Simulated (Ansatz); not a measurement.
WN2O2H4⁺, that is WO2(NH2)2 with one electron fewer. Total charge 1; doublet. Geometry B3LYP-D4/def2-SVP, that of the neutral singlet; atoms count from 1.

```xyz
9

W     0.618    0.153   -0.141
O     1.247    0.115   -1.745
O     1.760    0.632    1.057
N     0.010   -1.653    0.304
H     0.019   -2.049    1.241
H    -0.279   -2.348   -0.381
N    -0.854    1.444   -0.111
H    -1.408    1.704   -0.923
H    -1.112    2.003    0.700
```

In the def2 sets W takes a core potential; there is no spin–orbit coupling.

Question: Estimate the Mulliken populations from the PBE0/def2-TZVP orbitals of Ansatz.

Answer: 
```
atom  charge (e)  spin (α − β)  d electrons
  W1        1.42         -0.28         3.61
  O2       -0.36          0.09            –
  O3       -0.36          0.09            –
  N4       -0.51          0.59            –
  H5        0.33         -0.02            –
  H6        0.33         -0.02            –
  N7       -0.51          0.59            –
  H8        0.33         -0.02            –
  H9        0.33         -0.02            –
```
Mulliken values depend strongly on the basis.

Question: Where does the spin sit?

Answer: Summed by element: W -0.28, O 0.18, N 1.17, H -0.07, of 1 unpaired in all. Largest on single atoms: N4 0.59, N7 0.59, W1 -0.28.

Question: And the Mayer bond orders between heavy atoms (over 0.3)?

Answer: W1–O2 2.09 (1.72 Å); W1–O3 2.09 (1.72 Å); W1–N4 0.98 (1.96 Å); W1–N7 0.98 (1.96 Å).
